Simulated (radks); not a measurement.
Spherical quantum dot in the effective-mass picture: electrons in a parabolic well V = omega^2 r^2 / 2 with omega = 0.128, all in effective atomic units (hartree* = m*/eps^2 hartree, bohr* = eps/m* bohr), one dielectric constant everywhere. Calculated with a radial shooting solver with Libxc functionals: non-relativistic Kohn-Sham, LDA (Slater exchange, Perdew-Wang correlation), spin-polarised, spherical densities. Levels are named by radial order and angular momentum (1s, 1p, 1d, 2s, ...), and open shells are averaged over m.

N = 31, configuration 1s2 1p6 1d10 2s2 1f(up 7, down 4). This is the lowest configuration that the search found. Occupied and some empty levels:

| level | occupation | eigenvalue (hartree*) | <r> (bohr*) |
|---|---|---|---|
| 1s up | 1 | 3.5881 | 7.315 |
| 1s down | 1 | 3.5914 | 7.093 |
| 1p up | 3 | 3.6122 | 8.743 |
| 1p down | 3 | 3.6170 | 8.650 |
| 1d up | 5 | 3.6421 | 9.563 |
| 1d down | 5 | 3.6475 | 9.532 |
| 2s up | 1 | 3.6546 | 7.282 |
| 2s down | 1 | 3.6573 | 7.426 |
| 1f up | 7 | 3.6779 | 10.14 |
| 1f down | 4 | 3.6836 | 10.14 |
| 2p up | 0 | 3.7034 | 7.989 |
| 2p down | 0 | 3.7060 | 8.023 |
| 1g up | 0 | 3.7194 | 10.61 |
| 1g down | 0 | 3.7252 | 10.62 |
| 2d up | 0 | 3.7561 | 8.780 |
| 2d down | 0 | 3.7591 | 8.774 |

Energy (hartree*): total 67.9089, kinetic 2.2519, external 23.535, Hartree 46.513, exchange-correlation -4.3912.
